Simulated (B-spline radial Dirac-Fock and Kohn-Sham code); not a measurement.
Dipole and non-dipole photoemission parameters of Br 2p1/2

System: neutral bromine, configuration [Ar] 3d10 4s2 4p5; threshold 1596.0 eV (tabulated edge). Level of theory: Dirac-Hartree-Slater photoionisation with a Latter tail; cross sections with all multipoles, angular parameters from the dipole term and its interference with E2; a radial atomic solver.

For linearly polarised light dσ/dΩ = σ/(4π) [1 + β P₂(cos θ) + (δ + γ cos²θ) sin θ cos φ], with θ from the polarisation vector and φ the angle between the beam and the projection of the electron momentum on the plane normal to the polarisation.

```tsv
hν (eV)	σ (kb)	β	γ	δ
1750	155	1.091	-0.176	0.005
2260	80.3	1.406	0.050	0.021
2370	70.8	1.422	0.105	0.023
2930	39.9	1.443	0.347	0.032
4000	16.5	1.397	0.685	0.049
4930	8.92	1.337	0.898	0.064
5460	6.57	1.303	0.998	0.072
5640	5.95	1.292	1.029	0.075
7890	2.10	1.157	1.334	0.113
8047.8	?	?	?	?
10400	0.870	1.033	1.555	0.156
13400	0.379	0.915	1.740	0.205
```

Q: Give the values at Cu Kα (8047.8 eV).

A: σ = 1.98 kb, β = 1.149, γ = 1.350, δ = 0.116.

Values without a named source are computed, but for edge energies of neutral atoms, which are taken from tables.
